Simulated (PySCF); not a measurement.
Computed IR spectrum (relative IR intensity) of a molecule H8OSi3. Geometry: TPSSh-D3(BJ)/def2-SVP. One conformer was computed; it need not be the lowest. Method: TPSSh-D3(BJ)/def2-SVP (PySCF). Frequencies are harmonic and unscaled.

Lines under 2 % of the strongest are left out, and lines within 2 cm⁻¹ are merged.

ν (cm⁻¹): 355 (vw), 520 (vw), 729 (w), 736 (w), 752 (w), 836 (vs), 912 (w), 947 (w), 962 (w), 964 (m), 969 (m), 1013 (m), 1097 (s), 2233 (w), 2239 (w), 2241 (w), 2246 (m), 2255 (m), 2264 (m), 2279 (m) (against the strongest line: vs over 80 %, s over 45 %, m over 15 %, w over 4 %, vw less)

Which structure fits?
A. O[SiH2][SiH2][SiH3]
B. [SiH3]O[SiH2][SiH3]
C. O[SiH]([SiH3])[SiH3]

B, [SiH3]O[SiH2][SiH3]
